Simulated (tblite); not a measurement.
A geometry optimisation, step by step.

Species: C4H3AlF2.
Atom-mapped SMILES: `[CH2:1]=[CH:2][C:3]#[C:4][Al:5]([F:6])[F:7]` (hydrogens: H8, H9 on C1; H10 on C2)

Computed with GFN2-xTB (tblite), gas phase: L-BFGS steps from a force-field or distance-geometry start until the largest atomic force falls under 0.01 eV/Å. 11 of its 33 geometries are shown.

Step 0: E = -562.6786 eV, largest atomic force 2.679 eV/Å
```
atom  x, y, z in Å  |  force x, y, z in eV/Å
C1     -2.401   -0.228    0.713   -0.508   0.437   0.384
C2     -1.448   -0.837    0.035    1.316   0.330   0.103
C3     -0.088   -0.340    0.065   -2.440  -1.077  -0.255
C4      1.031    0.095    0.068    1.697   0.592   0.083
Al5     2.846    0.768    0.109    1.727   0.833  -0.246
F6      4.110   -0.010   -0.916   -1.667   1.082   1.466
F7      3.244    2.239    1.065   -0.463  -2.024  -1.273
H8     -2.203    0.676    1.293   -0.190  -0.410  -0.235
H9     -3.413   -0.620    0.693    0.217   0.244   0.110
H10    -1.669   -1.737   -0.519    0.311  -0.007  -0.138
```

Step 3: E = -563.1214 eV, largest atomic force 1.263 eV/Å
```
atom  x, y, z in Å  |  force x, y, z in eV/Å
C1     -2.400   -0.226    0.712   -0.538   0.359   0.389
C2     -1.433   -0.826    0.049    0.796  -0.376  -0.408
C3     -0.091   -0.349    0.053    0.030   0.006  -0.046
C4      1.044    0.095    0.072    0.484   0.132   0.021
Al5     2.904    0.799    0.095   -1.200  -0.386  -0.082
F6      4.030    0.045   -0.842    0.046   0.117   0.119
F7      3.225    2.139    1.002    0.111  -0.117  -0.080
H8     -2.212    0.666    1.289   -0.079  -0.018   0.003
H9     -3.409   -0.610    0.699    0.074   0.087   0.034
H10    -1.649   -1.730   -0.522    0.276   0.196   0.051
```

Step 6: E = -563.1926 eV, largest atomic force 0.274 eV/Å
```
atom  x, y, z in Å  |  force x, y, z in eV/Å
C1     -2.397   -0.223    0.714    0.199  -0.041  -0.062
C2     -1.409   -0.824    0.050   -0.134   0.115   0.092
C3     -0.075   -0.345    0.048   -0.212  -0.045   0.034
C4      1.058    0.096    0.074   -0.247  -0.118  -0.016
Al5     2.838    0.781    0.086   -0.038  -0.006  -0.026
F6      4.014    0.068   -0.815    0.067   0.026   0.013
F7      3.229    2.106    0.980    0.054   0.001  -0.003
H8     -2.220    0.668    1.292   -0.015   0.029   0.020
H9     -3.407   -0.603    0.702    0.115   0.009  -0.026
H10    -1.622   -1.720   -0.523    0.211   0.032  -0.025
```

Step 10: E = -563.2015 eV, largest atomic force 0.080 eV/Å
```
atom  x, y, z in Å  |  force x, y, z in eV/Å
C1     -2.393   -0.219    0.717   -0.033  -0.002   0.004
C2     -1.415   -0.823    0.051   -0.001   0.007   0.006
C3     -0.091   -0.346    0.051    0.000   0.033   0.025
C4      1.044    0.087    0.072    0.034   0.006  -0.014
Al5     2.824    0.777    0.082    0.008  -0.008  -0.004
F6      4.018    0.076   -0.808    0.025   0.019   0.009
F7      3.235    2.098    0.974    0.013  -0.013  -0.013
H8     -2.221    0.673    1.295    0.022   0.025   0.014
H9     -3.397   -0.602    0.700   -0.078  -0.017   0.009
H10    -1.596   -1.717   -0.528    0.010  -0.049  -0.036
```

Step 13: E = -563.2023 eV, largest atomic force 0.055 eV/Å
```
atom  x, y, z in Å  |  force x, y, z in eV/Å
C1     -2.397   -0.219    0.718   -0.005  -0.024  -0.017
C2     -1.417   -0.823    0.052    0.001   0.007   0.009
C3     -0.093   -0.343    0.055   -0.011   0.012   0.009
C4      1.044    0.086    0.070   -0.013  -0.006  -0.008
Al5     2.824    0.776    0.081    0.007  -0.008  -0.004
F6      4.022    0.080   -0.806    0.027   0.010   0.001
F7      3.237    2.096    0.972    0.011  -0.002  -0.004
H8     -2.219    0.674    1.296   -0.015  -0.046  -0.027
H9     -3.402   -0.603    0.701   -0.005   0.021   0.016
H10    -1.591   -1.720   -0.531    0.002   0.036   0.025
```

Step 16: E = -563.2028 eV, largest atomic force 0.029 eV/Å
```
atom  x, y, z in Å  |  force x, y, z in eV/Å
C1     -2.401   -0.222    0.716   -0.011   0.007   0.011
C2     -1.418   -0.822    0.053   -0.007  -0.010  -0.006
C3     -0.096   -0.337    0.059    0.007  -0.001  -0.005
C4      1.044    0.084    0.067   -0.004   0.002  -0.001
Al5     2.825    0.774    0.079    0.004  -0.003  -0.005
F6      4.029    0.084   -0.804    0.017   0.002  -0.001
F7      3.241    2.094    0.970    0.004  -0.001   0.000
H8     -2.220    0.670    1.293   -0.028  -0.005   0.003
H9     -3.409   -0.601    0.704    0.020  -0.001  -0.006
H10    -1.587   -1.719   -0.531   -0.002   0.011   0.010
```

Step 19: E = -563.2030 eV, largest atomic force 0.035 eV/Å
```
atom  x, y, z in Å  |  force x, y, z in eV/Å
C1     -2.402   -0.222    0.717    0.015  -0.004  -0.008
C2     -1.419   -0.822    0.053    0.013   0.025   0.015
C3     -0.096   -0.337    0.059   -0.004  -0.002  -0.002
C4      1.044    0.085    0.066    0.012   0.005  -0.003
Al5     2.826    0.773    0.078    0.005  -0.001  -0.004
F6      4.033    0.085   -0.804    0.003   0.005   0.005
F7      3.242    2.093    0.969    0.000  -0.010  -0.005
H8     -2.224    0.669    1.294   -0.009   0.023   0.019
H9     -3.409   -0.601    0.703   -0.026  -0.022  -0.007
H10    -1.587   -1.718   -0.530   -0.009  -0.018  -0.009
```

Step 22: E = -563.2032 eV, largest atomic force 0.023 eV/Å
```
atom  x, y, z in Å  |  force x, y, z in eV/Å
C1     -2.405   -0.223    0.718   -0.001   0.001  -0.007
C2     -1.419   -0.819    0.056    0.004   0.015   0.010
C3     -0.096   -0.335    0.059   -0.002   0.005   0.004
C4      1.045    0.085    0.064    0.005  -0.005  -0.008
Al5     2.829    0.770    0.075   -0.001   0.001   0.000
F6      4.043    0.089   -0.803   -0.007  -0.004   0.001
F7      3.245    2.089    0.967   -0.002  -0.002   0.000
H8     -2.236    0.670    1.297    0.011   0.003   0.001
H9     -3.411   -0.605    0.701   -0.006  -0.021  -0.007
H10    -1.587   -1.717   -0.528    0.000   0.007   0.005
```

Step 26: E = -563.2033 eV, largest atomic force 0.014 eV/Å
```
atom  x, y, z in Å  |  force x, y, z in eV/Å
C1     -2.407   -0.222    0.718   -0.004   0.000   0.007
C2     -1.419   -0.817    0.057   -0.002  -0.007  -0.007
C3     -0.096   -0.333    0.060    0.003   0.009   0.004
C4      1.046    0.084    0.061    0.000  -0.003  -0.004
Al5     2.830    0.770    0.074    0.001   0.000   0.001
F6      4.045    0.089   -0.802   -0.003  -0.007  -0.003
F7      3.246    2.088    0.966   -0.002   0.002   0.003
H8     -2.238    0.670    1.298   -0.011  -0.005  -0.004
H9     -3.411   -0.611    0.699    0.013   0.005   0.001
H10    -1.587   -1.714   -0.526    0.006   0.004   0.002
```

Step 29: E = -563.2034 eV, largest atomic force 0.014 eV/Å
```
atom  x, y, z in Å  |  force x, y, z in eV/Å
C1     -2.408   -0.222    0.719    0.008  -0.006  -0.005
C2     -1.419   -0.816    0.058    0.007   0.009   0.005
C3     -0.096   -0.331    0.061   -0.002   0.003   0.000
C4      1.046    0.084    0.059    0.004   0.002  -0.001
Al5     2.831    0.769    0.073    0.003   0.000   0.000
F6      4.046    0.088   -0.802   -0.006  -0.004  -0.001
F7      3.246    2.088    0.967   -0.003  -0.002   0.000
H8     -2.241    0.670    1.298   -0.004   0.007   0.004
H9     -3.410   -0.612    0.698   -0.013  -0.002   0.004
H10    -1.586   -1.713   -0.525    0.006  -0.007  -0.007
```

Step 32: E = -563.2034 eV, largest atomic force 0.009 eV/Å
```
atom  x, y, z in Å  |  force x, y, z in eV/Å
C1     -2.408   -0.223    0.719   -0.005   0.002  -0.002
C2     -1.418   -0.814    0.058   -0.001   0.001   0.003
C3     -0.096   -0.328    0.062    0.001  -0.005  -0.006
C4      1.048    0.083    0.058   -0.002   0.006   0.004
Al5     2.831    0.769    0.073    0.001  -0.001   0.000
F6      4.045    0.086   -0.803    0.000  -0.003  -0.002
F7      3.246    2.087    0.967    0.000   0.000   0.001
H8     -2.244    0.670    1.299    0.001  -0.001   0.000
H9     -3.411   -0.614    0.698   -0.003  -0.003   0.002
H10    -1.584   -1.712   -0.525    0.008   0.004   0.001
```

Task: Summarise the path.

Result: The energy falls by 12.10 kcal/mol from step 0 to step 32; nine tenths of that is first reached at step 4. It falls at every step. The largest force goes from 2.679 to 0.009 eV/Å. Among the bonds Al5–F6 changes most, from 1.803 to 1.645 Å; the atoms move by 0.085 Å rms after alignment.

The cost below is that of the whole relaxation. On one thread, Arm Neoverse N1 (aarch64), shared host, this took 0.26 s.
